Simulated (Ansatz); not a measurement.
Calculated with Ansatz (gas phase, PBE0-D4/def2-TZVP geometries, no zero-point term in ΔE). CCSD(T)/CBS is the MP2 limit (def2-TZVPP, def2-QZVPP) plus CCSD(T) − MP2 in def2-TZVPP, frozen cores. This one scheme is used for every species. Functionals use def2-TZVPP. For Ge outer-core shells are correlated without core-valence functions, which leaves a few kJ/mol of doubt a bond. Scalar relativity is left out up to krypton. Each species was taken in one conformer, which may not be the lowest.

Consider the formal exchange of groups at a C–B bond: `B[CH2][GeH2][F]` + `C=C` → `C=C[CH2][GeH2][F]` + BH₃.

| level | ΔE (kJ/mol) |
| --- | --- |
| ωB97X-V | 55.3 |
| ωB97M-V | 59.2 |
| HF/def2-QZVPP | 53.1 |
| HF/CBS(def2) | 53.1 |

What does CCSD(T)/CBS give? (Best estimate.)

The calculation gave: +57.3 kJ/mol. The listed levels differ from it by -2.0, 1.9, -4.2, -4.2 kJ/mol.

Largest T1 diagnostic among the species: 0.012.

The D4 term adds −4.6 kJ/mol with B3LYP and −2.7 kJ/mol with PBE0; it sums over pairs of atoms, weighted by their polarisabilities, and B3LYP, whose exchange is more repulsive, gets the larger term.

B3LYP here is the variant with VWN-RPA as its local correlation; programs differ in this.
